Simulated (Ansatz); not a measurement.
Stepwise reaction of `C[N](C)[In]([NH2])[NH2]` with hydrogen chloride, as a gas-phase model of exchange steps in deposition or etching. ΔE in kJ/mol.

Isolated molecules relaxed with PBE0-D4/def2-TZVP in Ansatz; ΔE leaves out vibrations. CCSD(T)/CBS is the MP2 limit (def2-TZVPP, def2-QZVPP) plus CCSD(T) − MP2 in def2-TZVPP, frozen cores. This one scheme is used for every species. Functionals use def2-TZVPP. B3LYP here is the variant with VWN-RPA as its local correlation; programs differ in this. def2 core potentials past Kr. For In outer-core shells are correlated without core-valence functions, which leaves a few kJ/mol of doubt a bond. Each species was taken in one conformer, which may not be the lowest.

```csv
step,reaction,PBE-D4,B3LYP-D4,ωB97M-V,CCSD(T)/CBS
1,`C[N](C)[In]([NH2])[NH2]` + HCl → `C[N](C)[In]([NH2])[Cl]` + NH₃,-122.8,-126.3,-124.9,-120.8
```

**Question.** Give the row of step 2, `C[N](C)[In]([NH2])[Cl]` + HCl → `C[N](C)[In]([Cl])[Cl]` + NH₃. (Estimate.)

**Answer.** The calculation gave: 
```tsv
step	reaction	PBE-D4	B3LYP-D4	ωB97M-V	CCSD(T)/CBS
2	`C[N](C)[In]([NH2])[Cl]` + HCl → `C[N](C)[In]([Cl])[Cl]` + NH₃	-106.7	-110.9	-110.7	-106.5
```

**Question.** By hand: ΔE of the 2 steps together at CCSD(T)/CBS.

**Answer.** (-120.8) + (-106.5) = -227.3 kJ/mol, or -113.7 kJ/mol a step.

In ΔE each step is higher than the one before. All are downhill at CCSD(T)/CBS. PBE-D4 differs from CCSD(T)/CBS by -2.0 to -0.2 kJ/mol a step. Isolated molecules leave out the surface, adducts and barriers. Largest T1 diagnostic: 0.014.
